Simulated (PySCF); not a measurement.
# `CB[C@@]12C[C@@H]1[C@@H]2F`, C5H8BF

Molfile (atoms numbered from 1):
```
C5H8BF
     RDKit          3D

 15 16  0  0  0  0  0  0  0  0999 V2000
    2.2153   -0.2544   -0.4685 C   0  0  0  0  0  0  0  0  0  0  0  0
    0.9285    0.6485   -0.5595 B   0  0  0  0  0  0  0  0  0  0  0  0
   -0.3308    0.2934    0.2097 C   0  0  2  0  0  0  0  0  0  0  0  0
   -1.6703    1.0022    0.3579 C   0  0  0  0  0  0  0  0  0  0  0  0
   -1.6503   -0.4215   -0.0483 C   0  0  2  0  0  0  0  0  0  0  0  0
   -0.7503   -0.9012    1.0198 C   0  0  2  0  0  0  0  0  0  0  0  0
   -1.1279   -0.7333    2.3284 F   0  0  0  0  0  0  0  0  0  0  0  0
    2.2255   -0.9316    0.3814 H   0  0  0  0  0  0  0  0  0  0  0  0
    2.2787   -0.8690   -1.3677 H   0  0  0  0  0  0  0  0  0  0  0  0
    3.1319    0.3305   -0.4448 H   0  0  0  0  0  0  0  0  0  0  0  0
    0.9265    1.6115   -1.2294 H   0  0  0  0  0  0  0  0  0  0  0  0
   -1.9301    1.7395   -0.3902 H   0  0  0  0  0  0  0  0  0  0  0  0
   -2.0032    1.2512    1.3569 H   0  0  0  0  0  0  0  0  0  0  0  0
   -2.0204   -0.9106   -0.9253 H   0  0  0  0  0  0  0  0  0  0  0  0
   -0.2274   -1.8470    0.9284 H   0  0  0  0  0  0  0  0  0  0  0  0
  1  2  1  0
  3  2  1  6
  3  4  1  0
  4  5  1  0
  5  6  1  0
  6  7  1  0
  5  3  1  0
  6  3  1  0
  1  8  1  0
  1  9  1  0
  1 10  1  0
  2 11  1  0
  4 12  1  0
  4 13  1  0
  5 14  1  6
  6 15  1  6
M  END
```

Method: TDDFT CAM-B3LYP/def2-SVPD circular dichroism and optical rotation, one conformer, gas phase (PySCF 2.14.0). Geometry: GFN2-xTB.

The molecule is flexible and this is one conformer; a measurement averages over conformers.

Stereocentres: C3 R, C5 S, C6 S.

Q: Give the optical rotatory dispersion at 633, 589.3, 546, 436, 405, 365, 355 nm.

A: [α] in deg dm⁻¹ (g/mL)⁻¹:
| λ (nm) | origin-invariant length gauge | modified velocity gauge | length gauge (centre of mass) | isotropic polarisability (au) |
| --- | --- | --- | --- | --- |
| 633 | +132.8 | +133.0 | +132.0 | 71.7 |
| 589.3 | +158.4 | +158.6 | +157.4 | 72.0 |
| 546 | +192.3 | +192.6 | +191.1 | 72.4 |
| 436 | +359.1 | +359.8 | +356.9 | 74.0 |
| 405 | +451.3 | +452.3 | +448.7 | 74.7 |
| 365 | +641.9 | +643.5 | +638.3 | 76.0 |
| 355 | +710.5 | +712.4 | +706.5 | 76.5 |

Q: And for the mirror image at 589.3 nm?

A: -158.4 deg dm⁻¹ (g/mL)⁻¹ (origin-invariant length gauge): the same size and the opposite sign.

Q: What is the molar rotation [Φ] = [α]·M/100 of the geometry above at 589.3 nm?

A: With M = 97.93 g/mol, +155.1 deg cm² dmol⁻¹ (origin-invariant length gauge).

The first excitation lies at 5.79 eV (214 nm) with R = +40.5 × 10⁻⁴⁰ esu² cm² (velocity form).
